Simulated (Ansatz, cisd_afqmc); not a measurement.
Species: LiCl, charge 1, doublet. LiCl+ (parent SMILES [Li][Cl], doublet).
B3LYP-D3(BJ)/def2-TZVP minimum from Ansatz (a first-principles code):
```xyz
2

Li     0.0000     0.0000    -2.0255
Cl     0.0000     0.0000     0.3574
```
Charge +1, spin multiplicity 2.

Total energies in def2-SVP, 7 correlated electrons, 6 frozen orbitals. Open shells are spin-unrestricted; no spin-orbit coupling. Correlated methods leave the cores frozen. No relativity. AFQMC/CISD: phaseless, guided by CISD from CCSD amplitudes; bars are statistical, one sigma. Outlying blocks are dropped, and bars are widened where a walk drifts. Over all cases where full CI ran beside it in this data, AFQMC minus full CI had a median of +0.1 mEh and passed +0.4 mEh in a tenth of the cases. Full CI freezes restricted core orbitals and the other rows unrestricted ones, which leaves a small offset even where coupled cluster is exact. The spin of ClLi+ (parent SMILES [Li][Cl], doublet) was assumed, and the state is the lowest solution found for it.

```tsv
method	program	energy (Eh)	error against FCI (mEh)
HF	Ansatz	-466.57126	129.02
MP2	Ansatz	-466.68181	18.47
CCSD	Ansatz	-466.69870	1.59
CCSD(T)	Ansatz	-466.69994	0.34
CCSDT(Q)	Ansatz	-466.70029	0.00
CCSDTQ	Ansatz	-466.70030	-0.01
AFQMC/CISD	cisd_afqmc	-466.7002 ± 0.0001	0.1 ± 0.1
FCI	Ansatz	-466.70029	0.00
```

Rough core times of Ansatz's runs on a shared machine: CCSD(T) under 20 s, CCSDT(Q) under 20 s, CCSDTQ 50 s, FCI 20 s.
